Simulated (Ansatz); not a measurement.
Job for Ansatz (a program for electronic structure): R-BLYP/def2-TZVPP on C2H2O2 (SMILES O=CC=O), a point of a torsion scan.

Ansatz 0.2 input:
```yaml
crystal:
  periodic: [false, false, false]
  atoms:
    - {symbol: O, position_ang: [1.48100511, -0.08072234, -0.92549194]}
    - {symbol: C, position_ang: [0.75455781, -0.06260296, 0.02331075]}
    - {symbol: C, position_ang: [-0.75539309, 0.01220587, -0.05348536]}
    - {symbol: O, position_ang: [-1.49793606, -0.81256624, 0.38996833]}
    - {symbol: H, position_ang: [1.13379899, -0.11181083, 1.06381879]}
    - {symbol: H, position_ang: [-1.11831523, 0.91719198, -0.58096035]}
basis:
  gaussian:
    orbitals: def2-TZVPP
hamiltonian:
  xc: {name: BLYP}
scf: {lower_state_search: off}
```

It printed:

```
WARN ansatz: RAYON_NUM_THREADS=1 ignored (pool sized by the plan → 1); use --threads N
Functional definition: BLYP
these checks for a lower state are left out or cut short: stability, starts, cluster_reference, orbital_swaps, neighbouring_geometries, increment
integrals: 0.05 GiB planned
780 factors; their error is unknown
mean field: 0.43 GiB planned
mean field evaluation 1: about -6194.0210 eV, gradient 6.2e1 eV
mean field evaluation 2: about -6170.6319 eV, gradient 1.3e2 eV
mean field evaluation 4: about -6200.6467 eV, gradient 5.9e0 eV
mean field evaluation 8: about -6200.7095 eV, gradient 4.7e-1 eV
mean field evaluation 16: about -6200.7098 eV, gradient 4.5e-5 eV
mean field -6200.70983199 eV, -227.8718833335 hartree, gradient 4.6e-6 eV, S^2 0.000000; 0 other end points of the search recorded, 0 dependent functions left out
reference -6200.71012070 eV, -227.8718939434 hartree; 15, 15 occupied and 137, 137 virtual orbitals, 780 factors
Total energy: -6200.71012070 eV, -227.8718939434 hartree
Checks for a lower state left out: stability, starts, cluster_reference, orbital_swaps, neighbouring_geometries, increment
```

The calculation finished and met its thresholds.

Cost: around 1.4 core-seconds (rough).
